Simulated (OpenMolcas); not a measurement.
Ag2+ (d9) among equal point charges was computed by CASSCF with the d shell active (OpenMolcas, ANO-RCC-VDZP on the metal). Its lowest spin-free states, and all those of the highest spin:

```
2S+1  Degeneracy  E (cm-1)
   2           1       0.0
   2           1      5494
   2           1      8881
   2           2      9671
```

Problem. Is the site octahedral, tetrahedral or cube-like, axial, or of lower symmetry?

Solution. The states with 2S+1 = 2 have orbital degeneracies 1, 1, 1, 2. There are pairs but no triples, so the site is axial: not cubic, but with a proper or improper axis of order three or more. The run had Ag2+ among 5 point charges of -1.3 e arranged as a square pyramid (C4v), 1.97 Å from the ion, with the axial distance 1.911 Å.

Point charges carry no covalency, so the field is a model and not that of real ligands. An unlabelled pair can be two single states that coincide in this model. No measured value stands beside these numbers.
